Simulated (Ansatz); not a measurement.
Molecule: CH$_{3}$Si, net charge 0, doublet state. It need not be the lowest isomer of its formula. 
Coordinates optimised at B3LYP-D3(BJ)/def2-TZVP (Ansatz, an electronic-structure program):
```xyz
5

C     -1.1030     0.0446     0.0262
Si     0.7938    -0.0232    -0.0072
H     -1.4093    -0.5919    -0.8203
H     -1.5274     1.0350    -0.1585
H     -1.5592    -0.3861     0.9215
```
Charge 0, spin multiplicity 2.

Wanted: vertical electron affinity (to the triplet state of charge -1; a negative value means that the extra electron is unbound and the number depends on the basis; each state is the SCF solution reached for its spin), in eV. Cores are frozen in the correlated levels unless marked. Open shells are spin-unrestricted. Spin-orbit coupling is left out. No relativistic terms. Anions need diffuse functions: aug- sets have them; def2-D sets add few. CBS marks a two-point X^-3 extrapolation of the correlation energy; Hartree-Fock from the larger set. [CCSD(T)-MP2]/basis is that difference in the basis named.

| level | program | vertical electron affinity (eV) |
|---|---|---|
| HF/def2-TZVPPD | Ansatz | 0.16 |
| HF/aug-cc-pV(Q+d)Z | Ansatz | 0.27 |
| wB97X/def2-TZVPD | Ansatz | 0.59 |
| MP2/aug-cc-pV(T+d)Z | Ansatz | 0.77 |
| RI-MP2/CBS(aug-cc-pV(T+d)Z,aug-cc-pV(Q+d)Z) | Ansatz | 0.80 |
| RI-MP2/CBS(def2-TZVPPD,def2-QZVPPD) | Ansatz | 0.75 |
| SCS-MP2/aug-cc-pV(D+d)Z | Ansatz | 0.58 |
| SCS-MP2/aug-cc-pV(T+d)Z | Ansatz | 0.63 |
| SCS-MP2/def2-TZVPPD | Ansatz | 0.49 |
| CCSD/def2-SVPD | Ansatz | 0.29 |
| CCSD/aug-cc-pV(T+d)Z | Ansatz | 0.71 |
| CCSD/def2-TZVPPD | Ansatz | 0.57 |
| CCSD(T)/aug-cc-pV(T+d)Z | Ansatz | 0.77 |
| RI-MP2/CBS(def2-TZVPPD,def2-QZVPPD)+[CCSD(T)-MP2]/def2-TZVPPD | Ansatz | 0.75 |
| RI-MP2/CBS(aug-cc-pV(T+d)Z,aug-cc-pV(Q+d)Z)+[CCSD(T)-MP2]/aug-cc-pV(T+d)Z | Ansatz | 0.80 |
